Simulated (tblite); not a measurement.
Parent: `[CH3:1][C@:2]1([CH2:3][CH2:4][F:5])[CH2:6][NH:7][SiH2:8][NH:9]1` with C1–C2–C3–C4 -172°, C2–C3–C4–F5 88°, C1–C2–C6–N7 -143°, C2–C6–N7–Si8 27°, C6–N7–Si8–N9 -17°, N7–Si8–N9–C2 1°, C5H13FN2Si.

Structures optimised with GFN2-xTB, isolated species. One conformer each, not checked by frequencies here.

| coordinate of the parent | value |
| --- | --- |
| C1–C2 | 1.534 Å |
| C2–C3 | 1.546 Å |
| C3–C4 | 1.522 Å |
| C4–F5 | 1.377 Å |
| C2–C6 | 1.541 Å |
| C6–N7 | 1.446 Å |
| N7–Si8 | 1.716 Å |
| Si8–N9 | 1.711 Å |
| C2–N9 | 1.444 Å |
| C1–C2–C3 | 108.1° |
| C1–C2–C6 | 110.3° |
| C1–C2–N9 | 109.7° |
| C3–C2–C6 | 112.0° |
| C3–C2–N9 | 111.0° |
| C6–C2–N9 | 105.6° |
| C2–C3–C4 | 114.7° |
| C3–C4–F5 | 110.9° |
| C2–C6–N7 | 107.9° |
| C6–N7–Si8 | 112.7° |
| N7–Si8–N9 | 91.1° |
| C2–N9–Si8 | 116.1° |

Question: How does the shared frame change in `[F:1][CH2:2][CH2:3][C@@:4]1([CH2:5][F:6])[CH2:7][NH:8][SiH2:9][NH:10]1` with F1–C2–C3–C4 -62°, C2–C3–C4–C5 -57°, C3–C4–C5–F6 -55°, C3–C4–C7–N8 154°, C4–C7–N8–Si9 -31°, C7–N8–Si9–N10 13°, N8–Si9–N10–C4 10°, C5H12F2N2Si? Atoms pair as C1 = C5, C2 = C4, C3 = C3, C4 = C2, F5 = F1, C6 = C7, N7 = N8, Si8 = Si9, N9 = N10 (parent first).

Answer: 
```
   parent    relative  value in the relative  change
    C1–C2       C5–C4                1.537 Å  +0.003
    C2–C3       C4–C3                1.539 Å  -0.007
    C3–C4       C3–C2                1.521 Å  -0.001
    C4–F5       C2–F1                1.376 Å  -0.001
    C2–C6       C4–C7                1.536 Å  -0.005
    C6–N7       C7–N8                1.446 Å   0.000
   N7–Si8      N8–Si9                1.722 Å  +0.006
   Si8–N9     Si9–N10                1.722 Å  +0.011
    C2–N9      C4–N10                1.448 Å  +0.004
 C1–C2–C3    C5–C4–C3                 111.4°    +3.3
 C1–C2–C6    C5–C4–C7                 108.6°    -1.7
 C1–C2–N9   C5–C4–N10                 110.6°    +0.9
 C3–C2–C6    C3–C4–C7                 112.9°    +0.9
 C3–C2–N9   C3–C4–N10                 108.2°    -2.8
 C6–C2–N9   C7–C4–N10                 105.0°    -0.6
 C2–C3–C4    C4–C3–C2                 116.0°    +1.3
 C3–C4–F5    C3–C2–F1                 111.9°    +1.0
 C2–C6–N7    C4–C7–N8                 106.2°    -1.7
C6–N7–Si8   C7–N8–Si9                 111.7°    -1.0
N7–Si8–N9  N8–Si9–N10                  91.8°    +0.7
C2–N9–Si8  C4–N10–Si9                 112.8°    -3.3
```

Of the parent's bonds, Si8–N9 changes most (+0.011 Å). Bonds of the relative outside the shared frame: C5–F6 1.377 Å. Point group C1 → C1.

Question: How does the shared frame change in `[CH3:1][C@:2]1(/[CH:3]=[CH:4]\[F:5])[CH2:6][NH:7][SiH2:8][NH:9]1` with C1–C2–C3–C4 -67°, C1–C2–C6–N7 -84°, C2–C6–N7–Si8 -31°, C6–N7–Si8–N9 13°, N7–Si8–N9–C2 10°, C5H11FN2Si? Atoms pair as C1 = C1, C2 = C2, C3 = C3, C4 = C4, F5 = F5, C6 = C6, N7 = N7, Si8 = Si8, N9 = N9 (parent first).

Answer: 
| parent | relative | value in the relative | change |
| --- | --- | --- | --- |
| C1–C2 | C1–C2 | 1.536 Å | +0.002 |
| C2–C3 | C2–C3 | 1.509 Å | -0.037 |
| C3–C4 | C3=C4 | 1.319 Å | -0.203 |
| C4–F5 | C4–F5 | 1.347 Å | -0.030 |
| C2–C6 | C2–C6 | 1.541 Å | 0.000 |
| C6–N7 | C6–N7 | 1.445 Å | -0.001 |
| N7–Si8 | N7–Si8 | 1.720 Å | +0.004 |
| Si8–N9 | Si8–N9 | 1.720 Å | +0.009 |
| C2–N9 | C2–N9 | 1.450 Å | +0.006 |
| C1–C2–C3 | C1–C2–C3 | 110.0° | +1.9 |
| C1–C2–C6 | C1–C2–C6 | 110.1° | -0.2 |
| C1–C2–N9 | C1–C2–N9 | 111.3° | +1.6 |
| C3–C2–C6 | C3–C2–C6 | 111.1° | -0.9 |
| C3–C2–N9 | C3–C2–N9 | 109.4° | -1.6 |
| C6–C2–N9 | C6–C2–N9 | 104.8° | -0.8 |
| C2–C3–C4 | C2–C3–C4 | 126.1° | +11.4 |
| C3–C4–F5 | C3–C4–F5 | 123.2° | +12.3 |
| C2–C6–N7 | C2–C6–N7 | 106.3° | -1.6 |
| C6–N7–Si8 | C6–N7–Si8 | 111.7° | -1.0 |
| N7–Si8–N9 | N7–Si8–N9 | 92.0° | +0.9 |
| C2–N9–Si8 | C2–N9–Si8 | 112.9° | -3.2 |

Of the parent's bonds, C3–C4 changes most (-0.203 Å). Point group C1 → C1.

Question: How does the shared frame change in `[CH3:1][CH2:2][C@@:3]1([CH3:4])[CH2:5][NH:6][SiH2:7][NH:8]1` with C1–C2–C3–C4 -65°, C2–C3–C5–N6 153°, C3–C5–N6–Si7 -30°, C5–N6–Si7–N8 12°, N6–Si7–N8–C3 11°, C5H14N2Si? Atoms pair as C1 = C4, C2 = C3, C3 = C2, C4 = C1, C6 = C5, N7 = N6, Si8 = Si7, N9 = N8 (parent first).

Answer: 
| parent | relative | value in the relative | change |
| --- | --- | --- | --- |
| C1–C2 | C4–C3 | 1.532 Å | -0.002 |
| C2–C3 | C3–C2 | 1.538 Å | -0.008 |
| C3–C4 | C2–C1 | 1.524 Å | +0.002 |
| C2–C6 | C3–C5 | 1.537 Å | -0.004 |
| C6–N7 | C5–N6 | 1.446 Å | 0.000 |
| N7–Si8 | N6–Si7 | 1.720 Å | +0.004 |
| Si8–N9 | Si7–N8 | 1.717 Å | +0.006 |
| C2–N9 | C3–N8 | 1.454 Å | +0.010 |
| C1–C2–C3 | C4–C3–C2 | 111.4° | +3.3 |
| C1–C2–C6 | C4–C3–C5 | 110.1° | -0.2 |
| C1–C2–N9 | C4–C3–N8 | 110.6° | +0.9 |
| C3–C2–C6 | C2–C3–C5 | 111.9° | -0.1 |
| C3–C2–N9 | C2–C3–N8 | 108.2° | -2.8 |
| C6–C2–N9 | C5–C3–N8 | 104.3° | -1.3 |
| C2–C3–C4 | C3–C2–C1 | 115.0° | +0.3 |
| C2–C6–N7 | C3–C5–N6 | 106.8° | -1.1 |
| C6–N7–Si8 | C5–N6–Si7 | 111.7° | -1.0 |
| N7–Si8–N9 | N6–Si7–N8 | 91.9° | +0.8 |
| C2–N9–Si8 | C3–N8–Si7 | 113.2° | -2.9 |

Of the parent's bonds, C2–N9 changes most (+0.010 Å). Point group C1 → C1.

All values are computed, not measured.
